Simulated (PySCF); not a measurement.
## In (indium, neutral) across methods

[Kr] 4d10 5s1 5p1 5d1, one real determinant (an excited configuration). Computed with PySCF 2.14 in aug-cc-pVQZ-PP with one added diffuse shell each of s, p, d, f, g type with ECP28MDF (8s8p6d4f3g, 117 functions), with a scalar-relativistic core potential.

```
 method  E (hartree)  mean ε 5s α (eV)  mean ε 5p α (eV)  mean ε 5d α (eV)  Σ⟨r²⟩ (bohr²)   ⟨S²⟩
   PBE0    -189.7848           -13.851            -7.129            -1.273          117.2  3.751
    LDA    -189.4436           -12.957            -6.172            -0.991          111.1  3.751
 r2SCAN    -189.8488           -13.082            -6.495            -0.965          115.1  3.753
    PBE    -189.7810           -12.690            -6.125            -1.060          112.7  3.751
    UHF   -188.92995           -16.766            -9.843            -1.663          142.4  3.752
r2SCAN0    -189.8196           -14.157            -7.386            -1.172          119.0  3.752
```

Estimate the same row for r2SCANh.

E (hartree) = -189.8370; mean ε 5s α (eV) = -13.513; mean ε 5p α (eV) = -6.851; mean ε 5d α (eV) = -1.049; Σ⟨r²⟩ (bohr²) = 116.7; ⟨S²⟩ = 3.752.

⟨L²⟩ = 8.03 against 12 for a pure F term, so this real determinant mixes terms. Energies and moments cover only the electrons outside the core potential. The outer electron is Rydberg-like, and this basis confines it to a smaller radius and binds it less than a complete one would.
